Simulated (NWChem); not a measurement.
**silicon monosulfide (SSi)**

```xyz
2

Si     0.0000     0.0000     1.0345
S      0.0000     0.0000    -0.9052
```
Charge 0, spin multiplicity 1.

Everything below was run with NWChem. The geometry was optimised at PBE0/def2-SVP, a minimum by its harmonic frequencies.

Symmetry labels belong to the abelian group C2v used in the runs, with the axes of the coordinates shown; states degenerate in a higher group split over its labels.

Task: List the lowest 6 singlet excitations that CIS/aug-cc-pVDZ gives, with oscillator strengths.

Result: 
| state | symmetry | energy (eV) | wavelength (nm) | f |
|---|---|---|---|---|
| 1 | a2 | 4.43 | 280 | 0.000 |
| 2 | a1 | 4.61 | 269 | 0.000 |
| 3 | a2 | 4.61 | 269 | 0.000 |
| 4 | b1 | 4.79 | 259 | 0.043 |
| 5 | b2 | 4.79 | 259 | 0.043 |
| 6 | a1 | 6.91 | 179 | 0.203 |
